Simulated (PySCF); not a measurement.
**Relaxation of singlet NbCl₃**

Method: PBE0/[Nb def2-SVP with ECP28, Cl def2-SVP], scalar-relativistic core potentials, density fitting, no spin–orbit coupling, PySCF. A (50,194) grid was used.

A hand-made trigonal planar start, of D3h symmetry, held to at least that symmetry:

```xyz
4
charge 0 multiplicity 1, angstrom
Nb    0.0000    0.0000    0.0000
Cl    2.4600    0.0000    0.0000
Cl   -1.2300    2.1304    0.0000
Cl   -1.2300   -2.1304    0.0000
```

**Question.** What does it relax to?

**Answer.** It ends at D3h with Nb–Cl 2.250 Å (×3); Cl–Nb–Cl 120.0° (×3). A frequency run shows a minimum. Other isomers or separated fragments may lie lower.

**Question.** How much energy is released, and in how many steps?

**Answer.** 91.3 kJ/mol in 5 steps.

Stability towards spin polarisation was not tested. At this level a triplet minimum of C2v symmetry lies 54 kJ/mol below this structure.
